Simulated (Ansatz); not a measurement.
```yaml
crystal:
  periodic: [false, false, false]
  atoms:
    - {symbol: Pd, position_ang: [-1.058331, 0.564285, -1.015603]}
    - {symbol: Pd, position_ang: [0.715245, -1.246188, -0.288530]}
    - {symbol: Pd, position_ang: [0.292622, 0.718768, 1.244948]}
    - {symbol: O, position_ang: [-0.410900, -1.071393, -1.838637]}
    - {symbol: O, position_ang: [-1.039331, 1.848640, 0.439963]}
    - {symbol: O, position_ang: [1.500707, -0.814103, 1.457869]}
basis:
  gaussian: {orbitals: def2-mTZVPP, nuclear_model: gaussian, point_charges: [{charge: -1.00, position_ang: [4.470, -0.457, -0.872]}]}
total_charge: -1
magnetization: {spin_polarized: true, initial_magnetization: 1}
hamiltonian: {xc: {name: B3LYP5}}
output: {forces: true}
```

```sh
$ ansatz run in.yaml --threads 4 --pin off --events-out ev --progress --plain --max-ram 4787MiB
```

It prints (some lines left out):

```
Functional definition: B3LYP5
1785 factors; integrals over basis functions are off by at most 1.8e-4 eV
mean field evaluation 1: about -16560.3450 eV, gradient 6.7e1 eV
mean field evaluation 2: about -16257.1862 eV, gradient 2.2e2 eV
mean field evaluation 4: about -16544.6536 eV, gradient 8.5e1 eV
mean field evaluation 8: about -16577.8185 eV, gradient 1.4e0 eV
mean field evaluation 16: about -16578.1473 eV, gradient 4.3e-3 eV
mean field evaluation 32: about -16514.7815 eV, gradient 1.0e2 eV
mean field evaluation 64: about -16515.1640 eV, gradient 1.0e2 eV
mean field evaluation 96: about -16531.8148 eV, gradient 1.1e2 eV
mean field evaluation 128: about -16532.1821 eV, gradient 1.1e2 eV
mean field evaluation 160: about -16475.0724 eV, gradient 1.1e2 eV
mean field evaluation 192: about -16477.7473 eV, gradient 1.1e2 eV
mean field evaluation 224: about -16532.4074 eV, gradient 1.1e2 eV
mean field evaluation 256: about -16557.7924 eV, gradient 6.8e1 eV
mean field evaluation 288: about -16577.8459 eV, gradient 3.2e-1 eV
mean field evaluation 320: about -16577.8588 eV, gradient 2.4e0 eV
mean field -16578.14727158 eV, -609.2356751588 hartree, gradient 4.8e-6 eV, S^2 1.811517; 12 other end points of the search recorded, 0 dependent functions left out
reference -16578.14751588 eV, -609.2356841365 hartree; 40, 39 occupied and 131, 132 virtual orbitals, 1785 factors
Total energy: -16578.14751588 eV, -609.2356841365 hartree
Atom 0 at    -1.058331     0.564285    -1.015603 Å, force    -0.383423     0.120952    -0.378023 eV/Å
Atom 1 at     0.715245    -1.246188    -0.288530 Å, force     0.609325    -0.352104     0.003831 eV/Å
Atom 2 at     0.292622     0.718768     1.244948 Å, force     0.259401     0.187709     0.673482 eV/Å
Atom 3 at    -0.410900    -1.071393    -1.838637 Å, force    -0.291984    -0.410313    -0.710840 eV/Å
Atom 4 at    -1.039331     1.848640     0.439963 Å, force    -0.462603     0.703603     0.160216 eV/Å
Atom 5 at     1.500707    -0.814103     1.457869 Å, force    -0.008250    -0.186139     0.415282 eV/Å
Dipole moment:     0.700597    -0.272438    -0.031292 e Å
```

Run time 3.6 min (4 threads of Intel Xeon on a shared host), peak host memory 1 GiB.

In the def2 sets Pd takes a core potential; there is no spin–orbit coupling. The highest occupied level of an anion often lies above zero with these methods, and sets without diffuse functions describe the outer electron poorly. The charge -1 doublet is spin-contaminated (final ⟨S²⟩ up to 1.81, 0.75 for a pure state).

The dipole of an ion depends on the origin.
